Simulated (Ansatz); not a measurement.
Molecule: C$_{3}$H$_{11}$NO$_{3}$Si, charge 0, multiplicity 1. 
Geometry from a B3LYP-D3(BJ)/def2-TZVP (Ansatz, a first-principles code) optimisation:
SMILES: CO[Si](N)(OC)OC
```xyz
19

C      2.5161    -0.1367    -0.2047
O      1.2564     0.4815    -0.4127
Si    -0.0819     0.1133     0.4628
N      0.1502     0.3125     2.1328
O     -0.4653    -1.4734     0.3134
C     -0.8770    -2.0650    -0.9061
O     -1.2331     1.1044    -0.1356
C     -1.2992     1.6463    -1.4447
H      2.4865    -1.1940    -0.4838
H      2.8235    -0.0617     0.8416
H      3.2510     0.3714    -0.8294
H      0.2082     1.2284     2.5457
H     -0.2291    -0.3669     2.7713
H     -0.1705    -1.8527    -1.7150
H     -1.8670    -1.7057    -1.2017
H     -0.9265    -3.1445    -0.7624
H     -1.9652     2.5093    -1.4207
H     -1.7048     0.9140    -2.1490
H     -0.3140     1.9611    -1.7933
```

Property: atomisation energy (electronic, to ground-state atoms), in eV. Correlated levels leave the core frozen unless marked. Open shells are spin-unrestricted. Spin-orbit coupling is left out. Non-relativistic. The coupled-cluster limit lacks core correlation, which all-electron functionals hold. CBS(X,Y): correlation extrapolated as X^-3; Hartree-Fock from the larger set. [CCSD(T)-MP2]/basis is that difference in the basis named.

| level | program | atomisation energy (eV) |
|---|---|---|
| BLYP-D4/def2-TZVPD | Ansatz + dftd4 | 77.78 |
| r2SCAN-D4/def2-TZVPD | Ansatz + dftd4 | 77.80 |
| B3LYP/def2-TZVPD | Ansatz | 77.10 |
| r2SCANh/def2-TZVPD | Ansatz | 77.14 |

Predict the RI-MP2/CBS(cc-pV(T+d)Z,cc-pV(Q+d)Z)+[CCSD(T)-MP2]/cc-pV(T+d)Z result (Ansatz).

78.10 eV, so r2SCANh/def2-TZVPD differs from it by -0.96 eV.
